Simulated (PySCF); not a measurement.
**Barium: a sound run and one with changed settings**

Sound run: Ba [Xe] 6s2, Ba⁺ [Xe] 6s1. All numbers are calculated (PySCF 2.14, scalar relativity by spin-free X2C-1e, in Sapporo-DKH3-DZP-2012 (8s6p3d, 41 functions)). The sound run starts from symmetry-adapted Hartree-Fock orbitals and uses a fine grid where one is needed.

Changed run: initial guess 1e, at most 50 SCF cycles, level shift 10.0 hartree.

| species | method | sound run (hartree) | changed run (hartree) | converged |
| --- | --- | --- | --- | --- |
| Ba | UHF | -8131.14896 | -8130.31108 | no |
| Ba | MN15 | -8140.05890 | -8139.29358 | no |
| Ba | LDA | -8127.23922 | -8126.44833 | no |
| Ba⁺ | UHF | -8130.99194 | -8130.70075 | no |
| Ba⁺ | MN15 | -8139.85437 | -8139.60272 | no |
| Ba⁺ | LDA | -8127.04163 | -8126.76900 | no |

A level shift slows the SCF but leaves a converged energy unchanged.
